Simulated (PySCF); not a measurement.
AlCl, charge +1, doublet, at a GFN2-xTB geometry (such geometries of metal compounds can be far from the true shape) (a state made from the parent by changing its charge; the spin is typed, not shown lowest); PBE/def2-SV(P) in PySCF.

PySCF was given this input:
```python
from pyscf import gto, scf, dft

mol = gto.Mole()
mol.atom = '''
    Al   -0.00000000   -0.00000000   -1.12380569
    Cl    0.00000000    0.00000000    0.85938083
'''
mol.basis = 'def2-sv(p)'
mol.charge = 1
mol.spin = 1
mol.verbose = 4
mol.build()

mf = dft.UKS(mol)
mf.xc = 'pbe'
mf.kernel()
```

Problem. Predict the main parts of the log of this PySCF run.

Solution. 
```
PySCF version 2.14.0

[INPUT] verbose = 4
[INPUT] num. atoms = 2
[INPUT] num. electrons = 29
[INPUT] charge = 1
[INPUT] spin (= nelec alpha-beta = 2S) = 1
[INPUT] symmetry False subgroup None
[INPUT] Mole.unit = angstrom
[INPUT] Symbol           X                Y                Z      unit          X                Y                Z       unit  Magmom
[INPUT]  1 Al     0.000000000000   0.000000000000  -1.123805690000 AA    0.000000000000   0.000000000000  -2.123684971328 Bohr   0.0
[INPUT]  2 Cl     0.000000000000   0.000000000000   0.859380830000 AA    0.000000000000   0.000000000000   1.623994405401 Bohr   0.0

nuclear repulsion = 58.9698258000059
number of shells = 16
number of NR pGTOs = 72
number of NR cGTOs = 36
basis = def2-sv(p)
ecp = {}

******** <class 'pyscf.dft.uks.UKS'> ********
method = UKS
initial guess = minao
damping factor = 0
level_shift factor = 0
DIIS = <class 'pyscf.scf.diis.CDIIS'>
diis_start_cycle = 1
diis_space = 8
diis_damp = 0
SCF conv_tol = 1e-09
SCF conv_tol_grad = None
SCF max_cycles = 50
direct_scf = True
direct_scf_tol = 1e-13
number electrons alpha = 15  beta = 14
XC library pyscf.dft.libxc version 7.1.2
    S. Lehtola, C. Steigemann, M. J. T. Oliveira, and M. A. L. Marques,  SoftwareX 7, 1–5 (2018)
XC functionals = pbe
    J. P. Perdew, K. Burke, and M. Ernzerhof,  Phys. Rev. Lett. 77, 3865 (1996)
    J. P. Perdew, K. Burke, and M. Ernzerhof,  Phys. Rev. Lett. 78, 1396 (1997)
    J. P. Perdew, K. Burke, and M. Ernzerhof,  Phys. Rev. Lett. 77, 3865 (1996)
    J. P. Perdew, K. Burke, and M. Ernzerhof,  Phys. Rev. Lett. 78, 1396 (1997)
radial grids:
    Treutler-Ahlrichs [JCP 102, 346 (1995); DOI:10.1063/1.469408] (M4) radial grids

becke partition: Becke, JCP 88, 2547 (1988); DOI:10.1063/1.454033
pruning grids: <function nwchem_prune>
grids dens level: 3
symmetrized grids: False
atomic radii adjust function: <function treutler_atomic_radii_adjust>
small_rho_cutoff = 0
Set gradient conv threshold to 3.16228e-05
tot grids = 38064
init E= -702.203138648382

cycle= 1 E= -701.743812622813  delta_E= 0.459  |g|= 0.228  |ddm|= 1.22
cycle= 2 E= -701.395406631979  delta_E= 0.348  |g|= 0.748  |ddm|= 1.49
cycle= 3 E= -701.794701346921  delta_E= -0.399  |g|= 0.0278  |ddm|= 0.94
cycle= 4 E= -701.795174959134  delta_E= -0.000474  |g|= 0.00804  |ddm|= 0.0642
cycle= 5 E= -701.79521140387  delta_E= -3.64e-05  |g|= 0.00268  |ddm|= 0.0115
cycle= 6 E= -701.795216236363  delta_E= -4.83e-06  |g|= 0.000448  |ddm|= 0.00383
cycle= 7 E= -701.795216364131  delta_E= -1.28e-07  |g|= 0.000103  |ddm|= 0.000588
cycle= 8 E= -701.795216376795  delta_E= -1.27e-08  |g|= 2.12e-05  |ddm|= 0.000283
cycle= 9 E= -701.795216377232  delta_E= -4.37e-10  |g|= 1.82e-06  |ddm|= 3.69e-05
Extra cycle  E= -701.795216377229  delta_E= 3.18e-12  |g|= 3.14e-06  |ddm|= 7.7e-06
converged SCF energy = -701.795216377229  <S^2> = 0.75163038  2S+1 = 2.0016297
```
